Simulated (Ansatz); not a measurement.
Z-matrix (Å, degrees):
```
C
Si 1 1.879
H 1 1.091 2 111.8
H 1 1.092 2 110.0 3 -121.5
H 1 1.094 2 109.1 3 120.1
Al 2 2.423 1 137.0 3 112.8
Si 2 2.275 1 115.6 3 -14.7
S 2 2.361 1 109.6 3 45.8
H 6 1.584 2 116.8 1 7.4
H 6 1.584 2 115.3 1 170.6
H 7 1.481 2 123.0 1 -159.7
H 7 1.483 2 122.3 1 0.1
```

Charge 0, multiplicity 1. The bonds changed during the relaxation, so this is another structure than the one it started from.

(1) List the B3LYP/def2-TZVPP orbital energies in eV (Ansatz). (Estimate.)

## Answers

(1) The calculation gave: Occupied: -2417.98, -1799.63, -1799.25, -1524.07, -276.95, -216.00, -160.49, -160.47, -160.41, -144.15, -143.77, -112.04, -99.52, -99.43, -99.42, -99.17, -99.05, -98.99, -72.72, -72.65, -72.56, -20.33, -19.42, -14.57, -13.19, -11.73, -11.63, -11.21, -10.31, -9.93, -9.00, -8.20, -7.76, -7.36, -6.71. Lowest empty: -1.25, -0.86, -0.45, 0.02, 0.28, 0.53, 0.81, 0.94.

B3LYP here is the variant with VWN-RPA as its local correlation; programs differ in this.
